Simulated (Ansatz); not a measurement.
`C[O][Mo](=[O])([Cl])([Cl])[Cl]` at its PBE0-D4/def2-TZVP geometry, where that method's forces vanish. The species carries charge 0 and has multiplicity 1. Mo: def2 effective core potential.

```xyz
10

C     1.3677    0.8693   -0.5466
O     0.3657   -0.0776   -0.7653
Mo   -1.0350   -0.7654    0.1989
O    -1.6731   -1.8341   -0.8747
Cl   -2.4436   -1.0510    1.9811
Cl    0.5611   -1.7828    1.5042
Cl   -2.0141    1.3015   -0.0368
H     0.9071    1.8408   -0.3322
H     1.9758    0.5618    0.3122
H     1.9884    0.9374   -1.4407
```

(1) What forces (eV/Å) does PBE-D4/def2-TZVPP give on these atoms in the Gaussian-basis code of Ansatz? (Estimate.)

## Answers

(1) Ansatz gave: 
```
C1   0.106  0.072 -0.033
O2   0.394  0.062 -0.534
Mo3  0.013  0.596  1.170
O4  -0.612 -1.043 -1.063
Cl5 -0.236 -0.064  0.266
Cl6  0.263 -0.151  0.181
Cl7 -0.131  0.323 -0.056
H8  -0.089  0.219  0.062
H9   0.136 -0.050  0.197
H10  0.156  0.035 -0.189
```
